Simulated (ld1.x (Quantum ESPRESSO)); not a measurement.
Results of a calculation; reference values are marked as such.
## Pseudopotentials across the periodic table

Generated with ld1.x 7.5 (TM, RRKJ, ultrasoft, PAW), atompaw 4.2 or ONCVPSP 4.0.1. The cutoff is in Ry: for ld1.x and atompaw files where the sum of valence levels is converged to 10 mRy in a Bessel basis, for ONCV files where the hardest occupied wave has 1 mHa per electron of residual kinetic energy. The error is the largest all-electron minus pseudo excitation energy over each file’s own four to seven test configurations (ionisations up to +4, promotions, holes and added fractions of an electron), all of which were solved. The labels leave out finer settings (local radius, basis sizes, second energies), which also bear on the numbers. Spin-polarised tests are not counted. The rows are a selection from randomly drawn settings: files with unsolved tests, undetermined cutoffs or missed reference levels are left out.

| element | potential | cutoff (Ry) | largest error (meV) | bound ghosts |
| --- | --- | --- | --- | --- |
| He | PAW, BLYP, non-relativistic, rc 0.65/0.65 (sp), local smoothed, core correction no, reference 1s0.5 | 70 | -0.4 | none |
| N | ultrasoft, PBE, non-relativistic, rc 1.10/2.10/2.00 (spd), local smoothed, core correction yes, reference 2s2 2p2.5 | 15 | +206 | none |
| Mg | TM, LDA (PZ), scalar-relativistic, rc 1.75/3.65/3.45 (spd), local s, core correction no, reference 3s2 3p0 | 15 | +131 | none |
| P | PAW, LDA (PZ), scalar-relativistic, rc 1.85/2.05/1.70 (spd), local smoothed, core correction yes, reference 3s1.75 3p3.25 | 12 | -154 | none |
| Ca | RRKJ, LDA (PZ), fully relativistic, rc 2.40/1.25/2.55 (spd), local s, core correction yes, reference 3p6 3d0 4s2 4p0 | 80 | -697 | none |
| Ti | TM, LDA (PZ), scalar-relativistic, rc 2.90/2.50/1.40/2.30 (spdf), local smoothed, core correction no, reference 3d2 4s1 4p0 | 90 | +160 | none |
| Ni | ultrasoft, PBE, scalar-relativistic, rc 1.30/1.20/1.60/1.60 (spdf), local smoothed, core correction no, reference 3s2 3p6 3d8 4s1 4p1 | 70 | +129 | none |

(1) Fill in the row for He: RRKJ, LDA (PZ), scalar-relativistic, rc 0.80/0.65 (sp), local p, core correction no, reference 1s2.

## Answers

(1) cutoff 90 Ry, largest error +21 meV, bound ghosts: none.
